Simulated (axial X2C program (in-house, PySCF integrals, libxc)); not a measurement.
**KOs with a deliberately poor setting**

Computed with an in-house relativistic program for diatomic molecules.

Input file and command:
```json
{
 "zs": [
  76,
  19
 ],
 "q": 0,
 "bas": [
  "dyall-v2z",
  "dyall-v2z"
 ],
 "levels": [
  "PBE0",
  "HF",
  "r2SCAN0",
  "BP86"
 ],
 "cc": false,
 "r0": 3.25,
 "npts": 10,
 "nst": 2,
 "ntry": 6,
 "opt": {
  "ecut": 3.0
 }
}
```
```bash
python so2c.py task.json out
```

Keys: zs atomic numbers; q charge; bas basis sets; levels methods; cc coupled cluster on or off; r0 starting distance in Å; npts points on the curve; nst determinants followed; ntry starts of the search; ecut virtual cutoff in hartree. HF also brings MP2.

Problem. One numerical setting was spoiled on purpose. Which, and what came out?

Solution. Virtual space cut too low. States: spin-free M_S = 3/2, Λ = 0; 2c Ω = 7/2. The apparent results, which are not to be taken for properties of KOs:

```
Hamiltonian    level  points converged  Re (Å)  ωe (cm⁻¹)  De (eV)  curve-fit residual (μEh)
  spin-free     PBE0          10 of 10   2.956        155     1.17                      0.83
  spin-free       HF          10 of 10   3.172        122    -0.47                    0.0061
  spin-free      MP2          10 of 10   2.939        167     0.35                      0.21
  spin-free  r2SCAN0          10 of 10   2.956        156     1.20                       3.3
  spin-free     BP86          10 of 10   2.950        155     1.48                       1.1
         2c     PBE0          10 of 10   3.127        139     1.02                      0.59
         2c       HF          10 of 10   3.378         99    -0.42                     0.094
         2c      MP2          10 of 10   3.127        157     0.27                      0.53
         2c  r2SCAN0          10 of 10   3.131        139     1.06                       1.9
         2c     BP86          10 of 10   3.144        126     1.29                      0.74
```
